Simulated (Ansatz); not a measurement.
Reactions of C$_{6}$H$_{3}$FSi (`C#C[Si](F)(C#C)C#C`).

Gas-phase electronic energies from Ansatz, PBE0-D4/def2-TZVP geometries. CBS: MP2 limit from def2 TZ/QZ plus the TZ coupled-cluster correction, frozen cores. This one scheme is used for every species, atoms too. For atomizations the MP2-based limit and the directly extrapolated one differ by several kJ/mol either way, and by 10 to 25 for some Ge, Se and Sn compounds, so smaller differences from it don't rank the levels. Open shells (•) are unrestricted, without spin–orbit coupling. Spin–orbit coupling would lower the free atoms: a little for C, F, Si.

```
                                                   reaction  CCSD/CBS(def2) (eV)  CCSD(T)/CBS(def2) (eV)
    `C#C[Si](F)(C#C)C#C` + H–F → `C#C[Si](F)(F)C#C` + `C#C`                -1.19                   -1.15
`C#C[Si](F)(C#C)C#C` + `C#C` → `C#C[Si](C#C)(C#C)C#C` + H–F                 1.12                    1.07
   `C#C[Si](F)(C#C)C#C` + HCl → `C#C[Si](Cl)(C#C)C#C` + H–F                 0.49                    0.45
              `C#C[Si](F)(C#C)C#C` → 6 C• + F• + 3 H• + Si•                54.23                   55.49
       `C#C[Si](F)(C#C)C#C` + H₂ → `C#C[SiH](C#C)C#C` + H–F                 1.24                    1.25
```

Largest T1 diagnostic: 0.014, for `C#C[Si](C#C)(C#C)C#C`.
